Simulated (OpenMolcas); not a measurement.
Computed levels of 5s2 5p in ions with 49 electrons, in cm-1 above 2P* 1/2.

- Program: OpenMolcas
- Method: SS-RASPT2, IPEA 0.25 Eh, imaginary shift 0.1 Eh
- Basis: ANO-R2
- Scalar Hamiltonian: X2C, finite nucleus
- Spin-orbit coupling: state interaction with AMFI integrals over the reference wave functions, term energies averaged over their components

Active space for each ion: 3 electrons in 9 orbitals (RAS2 5s 5p; RAS3 5d, at most 2 electrons); closed shells correlated by CASPT2: 4d.

```tsv
Level	Sb2+	Te3+	Xe5+
2P* 3/2	5630	7970	13730
```

Q: Estimate 2P* 3/2 for I4+ from its neighbours Te3+ and Xe5+.

A: 2P* 3/2 is fine structure, which grows about as the fourth power of a screened charge, so the fourth roots are averaged: ((7970^0.25 + 13730^0.25) / 2)^4 = 10558. The calculation gives 10640, so the estimate is off by -0.8 %.

Active for correlation alone: 5d; no level in the range computed is led by a configuration that fills it, so any true level of that kind is missing. Levels of configurations outside the active space are missing.

* marks odd parity.
